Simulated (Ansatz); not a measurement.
This geometry of CH6Ge (8 atoms, charge 0, multiplicity 1) is a first-order saddle point.

All numbers below come from RKS BLYP/def2-SVP (Ansatz).

```xyz
8
Properties=species:S:1:pos:R:3
Ge 0.269 0.020 -0.511
C 1.061 -0.002 1.782
H 0.103 -0.270 2.255
H 1.837 -0.759 1.985
H 1.388 1.018 2.042
H 1.679 0.015 0.168
H -0.584 1.253 -0.070
H -0.539 -1.275 -0.171
```

Task: Which two structures does it join? (They come from a converged band through this point; their orientation in space is the band's.)

Result: Bonds broken: Ge1–C2, Ge1–H6. Bonds formed: C2–H6. CH6Ge becomes CH4 + GeH2.

Initial state:

```xyz
8
Properties=species:S:1:pos:R:3
Ge 0.399 0.015 0.037
C 0.936 -0.017 1.948
H 0.046 -0.137 2.595
H 1.628 -0.861 2.136
H 1.446 0.928 2.218
H 1.651 0.166 -0.874
H -0.559 1.210 -0.237
H -0.334 -1.304 -0.343
```

Final state:

```xyz
8
Properties=species:S:1:pos:R:3
Ge 0.136 0.007 -1.028
C 1.323 0.012 1.865
H 0.255 -0.196 2.053
H 1.947 -0.802 2.278
H 1.605 0.986 2.307
H 1.545 0.064 0.766
H -0.834 1.117 -0.356
H -0.764 -1.186 -0.404
```

Task: How far does it lie above each of them?

Result: 228.1 kJ/mol above the first and 121.5 kJ/mol above the second. This is the barrier of this one path; another mechanism may lie lower. The orbitals stay closed-shell, which can raise the energy where a bond breaks towards radicals; this wasn't checked here.

Run time: 38 s on 2 threads of Arm Neoverse V2, with other jobs on the host, peak memory 0.14 GiB.
